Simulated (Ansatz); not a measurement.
`BN([SiH3])[SiH3]` + `[CH3]`• → `BN([SiH2])[SiH3]`• + CH₄ at 600 K and 1 bar (hydrogen abstraction from the Si–H bond).

Program: Ansatz. Geometries: PBE0-D4/def2-TZVP. ΔE: electronic, gas phase. CCSD(T)/CBS adds triple-zeta CCSD(T) − MP2 to the extrapolated MP2 energy (def2 sets, frozen cores). This one scheme is used for every species. No spin–orbit coupling; open shells (•) take unrestricted orbitals.

| species | CCSD(T)/CBS energy (Eh) | H − E (kJ/mol) | S (J/(mol·K)) |
| --- | --- | --- | --- |
| `BN([SiH3])[SiH3]` | -662.52490 | 273.2 | 451.2 |
| `[CH3]`• | -39.78218 | 101.9 | 224.9 |
| `BN([SiH2])[SiH3]`• | -661.86932 | 245.2 | 446.6 |
| CH₄ | -40.46206 | 140.4 | 215.7 |

H − E and S are ideal-gas, rigid-rotor, harmonic terms from PBE0-D4/def2-TZVP, for one conformer and one mirror image of each species, with the whole ground term of open shells counted as degenerate. 1 Eh = 2625.50 kJ/mol, R = 8.31446 J/(mol·K).

By hand: ΔE, ΔH, ΔS and ΔG.

ΔE = (-661.86932) + (-40.46206) − (-662.52490) − (-39.78218) = -0.02430 Eh = -63.8 kJ/mol. Δ(H − E) = 245.2 + 140.4 − 273.2 − 101.9 = 10.5, so ΔH = -53.3 kJ/mol. ΔS = 446.6 + 215.7 − 451.2 − 224.9 = -13.8 J/(mol·K). ΔG = -53.3 − 600 × (-13.8)/1000 = -45.0 kJ/mol.

By hand: the equilibrium constant, and the temperature at which ΔG would vanish if ΔH and ΔS stayed fixed.

log₁₀ K = −ΔG/(RT ln 10) = 3.9. ΔG = 0 at ΔH/ΔS = 3862 K, far beyond where these terms or the molecules hold.

The number of gas molecules stays the same, so ΔS is small and ΔH decides. A doubt of 5 kJ/mol in ΔE shifts log₁₀ K by 0.4 here. Other conformers and mirror images would add mixing entropy, several J/(mol·K) or more a flexible species. Modes under 60 cm⁻¹, often nearly free rotors, make the harmonic entropy too high. These are equilibria of isolated gas molecules and say nothing of rates. Largest T1 diagnostic: 0.015 (customary marks: 0.02 for closed shells, 0.045 for open ones).
